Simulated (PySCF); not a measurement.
In(Cl)2(SeH) (Cl2HInSe), SMILES [SeH][In]([Cl])[Cl]. Atoms are numbered in the order given.

```xyz
5

In     0.0032     0.3885     0.0000
Cl     1.9658     1.6818     0.0000
Cl    -2.0326     1.5700     0.0000
Se     0.0702    -2.1221     0.0000
H     -1.4070    -2.1681     0.0000
```

The structure is a stationary point at B3LYP-D3(BJ)/def2-SVP. The structure was generated by enumeration; whether it is a known compound was not checked. The def2 effective core potentials stand for the cores of In; spin–orbit coupling is left out. The values are those of a single conformer.

The numbers are results of M06-2X/def2-TZVP (PySCF), not measurements.

| Quantity | Value |
|---|---|
| total energy | -3512.79411 hartree |
| point group | Cs |
| highest occupied level | -9.04 eV |
| lowest empty level | -1.98 eV |
| orbital gap | 7.06 eV |
| dipole moment | 2.17 D |
| quadrupole, principal values (traceless, Buckingham form, about the centre of nuclear charge) | -5.80, -0.61, 6.41 D·Å |
| mean static polarisability | 87.9 bohr³ (13.03 Å³) |
| polarisability, principal values | 59.0, 93.1, 111.7 bohr³ |
